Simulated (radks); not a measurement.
The numbers below are computed, except where a source is named.
Task: Sn41+, 9 electrons, occupied as [He] 2s2 2p5. Code: a radial shooting solver on a logarithmic mesh with Libxc functionals. Model: Dirac Kohn-Sham, PBE, spin-unpolarised, spherical densities, point nucleus; open shells are shared between the two j in proportion to 2j + 1. Some entries of the table are withheld. Estimate them.

orbital     occ.  eigenvalue (eV)  <r^2> (bohr^2)  r(max) (bohr)
1s1/2          2              (1)             (2)        0.01876
2s1/2          2        -7009.201         0.01747         0.1047
2p1/2    1.66667        -6778.592             (3)        0.08030
2p3/2    3.33333        -6532.670             (4)        0.08464
3s1/2          0        -2908.016             (5)         0.2767
3p1/2          0              (6)         0.08631            (7)
3p3/2          0              (8)         0.09073            (9)

Result: 
(1) 1s1/2 eigenvalue (eV): -31891.11
(2) 1s1/2 <r^2> (bohr^2): 0.001139
(3) 2p1/2 <r^2> (bohr^2): 0.01284
(4) 2p3/2 <r^2> (bohr^2): 0.01400
(5) 3s1/2 <r^2> (bohr^2): 0.09527
(6) 3p1/2 eigenvalue (eV): -2830.840
(7) 3p1/2 r(max) (bohr): 0.2592
(8) 3p3/2 eigenvalue (eV): -2764.811
(9) 3p3/2 r(max) (bohr): 0.2667
